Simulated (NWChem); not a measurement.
# C5H6; SMILES C=CC=C=C

```xyz
11

C      0.2129     2.5213     0.0000
C     -0.1535     1.2589     0.0000
C     -0.5200    -0.0182     0.0000
C      0.4042    -1.1497     0.0000
C      0.0153    -2.4445     0.0000
H      0.3735     3.0767     0.9415
H      0.3735     3.0767    -0.9415
H     -1.6021    -0.2520     0.0000
H      1.4792    -0.9006     0.0000
H     -1.0516    -2.7223     0.0000
H      0.7495    -3.2636     0.0000
```
Atoms are numbered in this order, from 1.

Results from NWChem. Geometry: optimised at PBE-D3(BJ)/def2-SVP. B3LYP is NWChem's, with the RPA form of VWN correlation. Level: B3LYP/def2-SVP with SMD (1 M gas to 1 M solution), gas-phase geometry.

Task: Order these by “cavity-dispersion-structure term (kcal/mol)”, lowest first: diethyl ether; 1-propanol; water.

Result: diethyl ether (-0.9), 1-propanol (1.0), water (4.5)
